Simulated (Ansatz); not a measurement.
Cost and result for the atomization energy of C₂H₅AlO (`C[CH]1[O][AlH]1`) (9 atoms, 9 bonds).

```xyz
9

C    -0.826   -0.755    0.546
C     0.491   -0.224    0.062
O     0.526    0.041   -1.400
Al    0.856    1.513   -0.600
H    -1.027   -1.739    0.105
H    -1.662   -0.100    0.288
H    -0.810   -0.869    1.633
H     1.318   -0.878    0.349
H     1.134    3.010   -0.984
```

Charge 0, multiplicity 1. The geometry is a stationary point of PBE0-D4/def2-TZVP. Program: Ansatz. All runs use 2 threads of an Arm Neoverse V2 on a shared host. Times are those of one run each, without the atoms' runs, and a repeat can differ threefold. Electronic energies, without spin–orbit coupling; frozen cores. CCSD(T)/CBS adds CCSD(T) − MP2 in def2-TZVPP to the MP2 limit, and its time is that of the two runs behind it. T1 = 0.016. HSE06 is the plane-wave form, built on full-range PBE exchange.

CCSD(T)/CBS is a level of theory with its own doubt, some kJ/mol a heavy atom from the limit and from the frozen cores, so smaller differences don't rank the functionals.

| level | functions | wall time |
| --- | --- | --- |
| LDA (SPW92)/def2-TZVPP | 205 | 1.2 s |
| revPBE-D4/def2-TZVPP | 205 | 2 s |
| CCSD(T)/def2-SVP | 85 | 2.2 s |
| PBE0-D4/def2-TZVPP | 205 | 2.5 s |
| PBE-D4/def2-TZVPP (with forces) | 205 | 2.5 s |
| HSE06-D4/def2-TZVPP | 205 | 2.6 s |
| BHLYP-D4/def2-TZVPP | 205 | 2.7 s |
| r2SCANh-D4/def2-TZVPP | 205 | 4.7 s |
| r2SCAN-D4/def2-TZVPP (with forces) | 205 | 4.8 s |
| PBE-QIDH/def2-TZVPP | 205 | 5.5 s |
| MP2/def2-QZVPP | 391 | 17 s |
| CCSD(T)/def2-TZVPP | 205 | 55 s |
| CCSD(T)/CBS(def2) | – | 71 s |

What atomization energy does each give, and how far from CCSD(T)/CBS? (Best estimate.)

The calculation gave: 
```json
{"level": "LDA (SPW92)/def2-TZVPP", "atomization (kJ/mol)": "3738.5", "difference from CCSD(T)/CBS": "485.2", "per bond": "53.9"}
{"level": "revPBE-D4/def2-TZVPP", "atomization (kJ/mol)": "3237.0", "difference from CCSD(T)/CBS": "-16.3", "per bond": "-1.8"}
{"level": "CCSD(T)/def2-SVP", "atomization (kJ/mol)": "3077.2", "difference from CCSD(T)/CBS": "-176.1", "per bond": "-19.6"}
{"level": "PBE0-D4/def2-TZVPP", "atomization (kJ/mol)": "3249.0", "difference from CCSD(T)/CBS": "-4.3", "per bond": "-0.5"}
{"level": "PBE-D4/def2-TZVPP (with forces)", "atomization (kJ/mol)": "3321.0", "difference from CCSD(T)/CBS": "67.7", "per bond": "7.5"}
{"level": "HSE06-D4/def2-TZVPP", "atomization (kJ/mol)": "3251.8", "difference from CCSD(T)/CBS": "-1.5", "per bond": "-0.2"}
{"level": "BHLYP-D4/def2-TZVPP", "atomization (kJ/mol)": "3131.3", "difference from CCSD(T)/CBS": "-122.0", "per bond": "-13.6"}
{"level": "r2SCANh-D4/def2-TZVPP", "atomization (kJ/mol)": "3242.3", "difference from CCSD(T)/CBS": "-11.0", "per bond": "-1.2"}
{"level": "r2SCAN-D4/def2-TZVPP (with forces)", "atomization (kJ/mol)": "3268.4", "difference from CCSD(T)/CBS": "15.1", "per bond": "1.7"}
{"level": "PBE-QIDH/def2-TZVPP", "atomization (kJ/mol)": "3226.0", "difference from CCSD(T)/CBS": "-27.3", "per bond": "-3.0"}
{"level": "MP2/def2-QZVPP", "atomization (kJ/mol)": "3282.7", "difference from CCSD(T)/CBS": "29.4", "per bond": "3.3"}
{"level": "CCSD(T)/def2-TZVPP", "atomization (kJ/mol)": "3165.4", "difference from CCSD(T)/CBS": "-87.9", "per bond": "-9.8"}
{"level": "CCSD(T)/CBS(def2)", "atomization (kJ/mol)": "3253.3", "difference from CCSD(T)/CBS": "0.0", "per bond": "0.0"}
```

From PBE to PBE0 (25 % exact exchange), in def2-TZVPP and without D4, the atomization energy moves by −69.6 kJ/mol: exact exchange takes away binding that semilocal exchange gives to molecules. The D4 term adds +23.3 kJ/mol with B3LYP and +12.0 kJ/mol with PBE0; it sums over pairs of atoms, weighted by their polarisabilities, and B3LYP, whose exchange is more repulsive, gets the larger term. At CCSD(T), def2-SVP lies −176.1 kJ/mol from the extrapolated value and def2-TZVPP −87.9 kJ/mol: correlation converges slowly with the basis, and small sets miss more of it in the bonded molecule than in its fragments.

B3LYP here is the variant with VWN-RPA as its local correlation; programs differ in this.
